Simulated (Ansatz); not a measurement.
Input for Ansatz (a quantum-chemistry and plane-wave program): R-BLYP/def2-TZVPP on H2O2 (SMILES OO).

Ansatz 0.2 input:
```yaml
crystal:
  periodic: [false, false, false]
  atoms:
    - {symbol: O, position_ang: [-0.66763024, 0.24815909, 0.28695206]}
    - {symbol: O, position_ang: [0.66239473, 0.25655413, -0.29166300]}
    - {symbol: H, position_ang: [-1.14642963, -0.26786934, -0.37743748]}
    - {symbol: H, position_ang: [1.15166514, -0.23694387, 0.38214841]}
basis:
  gaussian:
    orbitals: def2-TZVPP
hamiltonian:
  xc: {name: BLYP}
scf: {lower_state_search: off}
```

The log:

```
WARN ansatz: RAYON_NUM_THREADS=1 ignored (pool sized by the plan → 1); use --threads N
Functional definition: BLYP
these checks for a lower state are left out or cut short: stability, starts, cluster_reference, orbital_swaps, neighbouring_geometries, increment
integrals: 0.01 GiB planned
420 factors; their error is unknown
mean field: 0.16 GiB planned
mean field evaluation 1: about -4121.4222 eV, gradient 4.9e1 eV
mean field evaluation 2: about -4113.3312 eV, gradient 8.4e1 eV
mean field evaluation 4: about -4125.3511 eV, gradient 1.2e0 eV
mean field evaluation 8: about -4125.3458 eV, gradient 3.1e-1 eV
mean field evaluation 16: about -4125.3459 eV, gradient 3.7e-6 eV
mean field -4125.34588329 eV, -151.6036649511 hartree, gradient 3.7e-6 eV, S^2 0.000000; 0 other end points of the search recorded, 0 dependent functions left out
reference -4125.34609929 eV, -151.6036728890 hartree; 9, 9 occupied and 81, 81 virtual orbitals, 420 factors
Total energy: -4125.34609929 eV, -151.6036728890 hartree
Checks for a lower state left out: stability, starts, cluster_reference, orbital_swaps, neighbouring_geometries, increment
```

Self-consistency was reached.

Cost: about 0.5 core-seconds (a rough figure).
